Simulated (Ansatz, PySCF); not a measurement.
The PySCF input:
```python
from pyscf import gto, scf, dft

mol = gto.Mole()
mol.atom = '''
    C    -2.852446    0.121046    0.403642
    C    -1.356537    0.043842    0.197810
    C    -0.513174    0.697143    1.073993
    C     0.924274    0.643018    0.860775
    C     1.404763   -0.068948   -0.223667
    O     2.797803   -0.129664   -0.441730
    C     0.579000   -0.726017   -1.105212
    C    -0.856122   -0.665573   -0.882072
    H    -3.337054   -0.812578    0.111314
    H    -3.094895    0.323598    1.448350
    H    -3.287510    0.923145   -0.201348
    H    -0.899488    1.253054    1.922226
    H     1.598578    1.154075    1.544325
    H     3.193694    0.384316    0.270661
    H     0.984028   -1.274920   -1.943971
    H    -1.518323   -1.180439   -1.569326
'''
mol.basis = 'sto-3g'
mol.charge = -1
mol.spin = 1
mol.verbose = 4
mol.build()

mf = dft.UKS(mol)
mf.xc = 'revpbe'
mf.grids.atom_grid = (99, 590)
mf.grids.prune = None
mf.kernel()
```

Write the same job for Ansatz (a first-principles code).

One answer among several that fit: 
Ansatz 0.2 input:
```yaml
crystal:
  periodic: [false, false, false]
  atoms:
    - {symbol: C, position_ang: [-2.85244637, 0.12104586, 0.40364234]}
    - {symbol: C, position_ang: [-1.35653744, 0.04384248, 0.19780971]}
    - {symbol: C, position_ang: [-0.51317418, 0.69714256, 1.07399337]}
    - {symbol: C, position_ang: [0.92427427, 0.64301766, 0.86077453]}
    - {symbol: C, position_ang: [1.40476273, -0.06894844, -0.22366714]}
    - {symbol: O, position_ang: [2.79780312, -0.12966404, -0.44173020]}
    - {symbol: C, position_ang: [0.57900027, -0.72601675, -1.10521236]}
    - {symbol: C, position_ang: [-0.85612172, -0.66557300, -0.88207204]}
    - {symbol: H, position_ang: [-3.33705407, -0.81257766, 0.11131366]}
    - {symbol: H, position_ang: [-3.09489473, 0.32359776, 1.44835031]}
    - {symbol: H, position_ang: [-3.28751045, 0.92314510, -0.20134839]}
    - {symbol: H, position_ang: [-0.89948791, 1.25305374, 1.92222612]}
    - {symbol: H, position_ang: [1.59857798, 1.15407491, 1.54432546]}
    - {symbol: H, position_ang: [3.19369358, 0.38431560, 0.27066129]}
    - {symbol: H, position_ang: [0.98402782, -1.27492021, -1.94397149]}
    - {symbol: H, position_ang: [-1.51832279, -1.18043904, -1.56932591]}
basis:
  gaussian:
    orbitals: STO-3G
hamiltonian:
  xc: revpbe
total_charge: -1
magnetization: {spin_polarized: true, initial_magnetization: 1}
accuracy: high
```

Both were run: PySCF gave -342.180823 Eh and Ansatz -342.180823 Eh, 0.001 mEh apart.
